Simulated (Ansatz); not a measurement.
`O[SiH](F)NBS` + `[AlH2][SH]` → `[AlH2][S]BS` + `N[SiH](O)F`  (ligand exchange at a B–N bond)

Calculated with Ansatz (gas phase, PBE0-D4/def2-TZVP geometries, no zero-point term in ΔE). CCSD(T)/CBS is the MP2 limit (def2-TZVPP, def2-QZVPP) plus CCSD(T) − MP2 in def2-TZVPP, frozen cores. This one scheme is used for every species. Functionals use def2-TZVPP. One conformer a species, not always the lowest.

| level | ΔE (kcal/mol) |
| --- | --- |
| PBE | 10.3 |
| CCSD/def2-SVP | 15.8 |
| CCSD(T)/def2-SVP | 15.3 |
| CCSD/def2-TZVPP | 13.0 |

Q: What does CCSD(T)/CBS give? (An estimate is asked.)

A: The calculation gave: +11.3 kcal/mol. The listed levels differ from it by -1.0, 4.5, 4.0, 1.7 kcal/mol.

Largest T1 diagnostic among the species: 0.014.

At CCSD(T), def2-SVP lies +4.0 kcal/mol from the extrapolated value and def2-TZVPP +0.9 kcal/mol. In def2-TZVPP, CCSD(T) changes the Hartree–Fock value by −3.3 kcal/mol (the triples alone add −0.8 kcal/mol) and MP2 by −4.5 kcal/mol. The D4 term adds −0.7 kcal/mol with B3LYP and −0.3 kcal/mol with PBE0; it sums over pairs of atoms, weighted by their polarisabilities, and B3LYP, whose exchange is more repulsive, gets the larger term.

B3LYP here is the variant with VWN-RPA as its local correlation; programs differ in this.
